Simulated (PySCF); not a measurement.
## Cl²⁺ (chlorine, charge +2) across methods

[Ne] 3s2 3p3, high-spin 4S determinant. Computed with PySCF 2.14 in aug-cc-pV(T+d)Z (6s5p4d2f, 55 functions), with no relativity, point nucleus. The B2PLYP total includes its PT2 part (frozen core); its orbital energies are those of the SCF part.

```
method  E (hartree)  mean ε 3s α (eV)  mean ε 3s β (eV)  mean ε 3p α (eV)  Σ⟨r²⟩ (bohr²)   ⟨S²⟩
   M06    -458.7898           -48.738           -43.663           -34.542          15.28  3.751
  PBE0    -458.6532           -49.266           -43.667           -34.960          15.37  3.750
   PBE    -458.6130           -46.221           -42.126           -33.103          15.38  3.750
B2PLYP    -458.6859           -52.180           -45.030           -36.568          15.41  3.751
r2SCAN    -458.7713           -47.597           -42.118           -33.766          15.36  3.750
   UHF   -458.22312           -57.508           -46.578           -39.694          15.47  3.751
 B3LYP    -458.8135           -48.475           -43.664           -34.429          15.38  3.750
   LDA    -457.2924           -46.020           -42.377           -33.036          15.40  3.750
```

Question: Estimate the same row for M06-2X.

Answer: E (hartree) = -458.7876; mean ε 3s α (eV) = -51.207; mean ε 3s β (eV) = -45.318; mean ε 3p α (eV) = -36.318; Σ⟨r²⟩ (bohr²) = 15.39; ⟨S²⟩ = 3.751.
